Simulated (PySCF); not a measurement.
As²⁺ (arsenic, charge +2) across methods

[Ar] 3d10 4s2 4p1, 2P determinant. Calculation: PySCF 2.14, in aug-cc-pVQZ-PP with one added diffuse shell each of s, p, d, f, g type with ECP10MDF (8s7p6d4f3g, 114 functions); a scalar-relativistic core potential.

```tsv
method	E (hartree)	mean ε 4s α (eV)	mean ε 4s β (eV)	mean ε 4p α (eV)	Σ⟨r²⟩ (bohr²)	⟨S²⟩
PBEsol	-331.0387	-33.778	-32.768	-23.094	21.84	0.752
PBE	-331.3773	-33.721	-32.741	-23.121	21.87	0.752
BLYP	-331.3592	-33.678	-32.850	-22.943	21.89	0.751
M06	-331.4772	-35.470	-34.693	-24.177	21.73	0.751
r2SCAN	-331.2466	-34.235	-33.080	-23.629	21.79	0.754
LDA	-330.8567	-34.084	-33.208	-23.132	21.82	0.751
PBE0	-331.3419	-35.253	-33.885	-24.464	21.87	0.753
UHF	-330.20465	-38.965	-36.204	-27.819	22.08	0.759
```

Energies and moments cover only the electrons outside the core potential.
